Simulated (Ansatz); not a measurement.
Saddle point of SiH2BrCl3, singlet (SiHCl₃ ([Cl][SiH]([Cl])[Cl]) + HBr → SiBrCl₃ ([Cl][Si]([Cl])([Cl])[Br]) + H₂; bonds formed: Si1–Br7, H2–H6; bonds broken: Si1–H2, H6–Br7), PBE0-D4/def2-TZVP structure:

Si1  (-0.342, -0.259, -0.002)
H2  (1.257, -0.209, -0.493)
Cl3  (-0.189, -2.141, -0.858)
Cl4  (-0.761, -0.721, 1.917)
Cl5  (-1.734, 0.610, -1.176)
H6  (1.226, 0.630, -0.120)
Br7  (0.542, 2.090, 0.732)
(Å)

Energies are electronic, without zero-point energy. Barriers and step energies count from the start structure reached by relaxing down the imaginary mode; all methods use the PBE0-D4 structures, on which another method's saddle can fall below an end. Ansatz 0.2.0; basis: def2-TZVPP, with def2-QZVPP for the basis limit; cores frozen in the correlated methods. Filled d shells of the heavier atoms are correlated. The def2 sets are not built for correlating such inner shells, so the correlated values are less sure here. B3LYP uses VWN-RPA correlation. Extrapolation: Hartree–Fock as exp(−7.88 √X), correlation as X^−2.97.

| method | barrier (eV) | step energy (eV) |
| --- | --- | --- |
| SPW92 | 1.254 | -0.535 |
| PBE-D4 | 1.547 | -0.614 |
| BLYP-D4 | 1.790 | -0.584 |
| r2SCAN-D4 | ? | -0.629 |
| B97M-V | 1.897 | -0.576 |
| PBE0-D4 | ? | -0.596 |
| B3LYP-D4 | 1.933 | -0.563 |
| r2SCAN0-D4 | 1.826 | -0.610 |
| BHLYP-D4 | 2.157 | -0.550 |
| CAM-B3LYP-D4 | 2.067 | -0.501 |
| wB97X-V | 2.035 | -0.557 |
| wB97M-V | 1.949 | -0.593 |
| B2PLYP | ? | -0.552 |
| PBE-QIDH | 1.904 | -0.610 |
| RPA on PBE | 2.122 | -0.494 |
| HF | 2.802 | -0.416 |
| MP2 | 1.949 | -0.663 |
| CCSD | 2.226 | -0.493 |
| CCSD(T) | 2.084 | -0.535 |

Fill in the withheld barriers. (An estimate is asked for; the value comes from the calculation.)

The calculation gives: PBE0-D4 1.743; r2SCAN-D4 1.695; B2PLYP 2.027 eV. Each is the energy of the saddle less that of the start structure, by the same method.

For comparison, the barrier by CCSD(T) at an estimated basis limit (MP2 extrapolated from triple and quadruple zeta, plus CCSD(T) − MP2 in triple zeta) is 1.965 eV.

T1 diagnostic: at most 0.010.

Labels in which every atom is bracketed show which atoms are joined, not bond orders.

For scale, one of the runs: CCSD(T)/def2-TZVPP, 244 basis functions, launched by `ansatz run in.yaml --threads 8 --pin off --events-out ev --progress --plain --max-ram 19148MiB`. Time: 2 min of wall clock on 8 CPU threads of an Arm Neoverse V2; the host was shared. Peak host memory: 4.5 GiB.
